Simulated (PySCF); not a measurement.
## Core-level binding energies of Ge(SMe)H3

Ge(SMe)H3, CH6GeS.
Cartesian coordinates in Å at the PBE0-D3(BJ)/def2-SVP level; atoms count from 1:
```
atom  x, y, z in Å
Ge1   -0.380    0.844   -1.225
S2    -0.465    0.783    0.993
C3     0.361   -0.812    1.283
H4    -0.199   -1.646    0.835
H5     0.391   -0.958    2.372
H6     1.393   -0.812    0.903
H7     1.085    0.833   -1.704
H8    -1.077    2.147   -1.642
H9    -1.109   -0.379   -1.815
```

Level of theory: PySCF, delta-SCF UKS SCAN, pcX-2 on the ionised atom, pcseg-1 elsewhere, spin-free X2C. Binding energies are ΔSCF values: E(core-ionised, relaxed orbitals) − E(ground state) at a fixed geometry, referred to the vacuum level.

Give the core binding energies atom by atom.

```tsv
atom(s)	environment	level	binding energy (eV)	count
S2	sulfur bonded to C and Ge	S 1s	2476.63	1
C3	carbon bonded to S and 3 H	C 1s	291.40	1
```

Which effective nuclear charge Zeff reproduces each element's mean 1s value in the hydrogen-like formula E = 13.606 eV × Zeff²?

C (Z = 6): mean 291.4 eV, Zeff = 4.63, Z − Zeff = 1.37; S (Z = 16): mean 2476.6 eV, Zeff = 13.49, Z − Zeff = 2.51. Means run over the listed sites, weighted by atom count.

Not every level is listed. No level of germanium is listed. Geometry: PBE0-D3(BJ)/def2-SVP; no solvent, vibrations or thermal averaging.
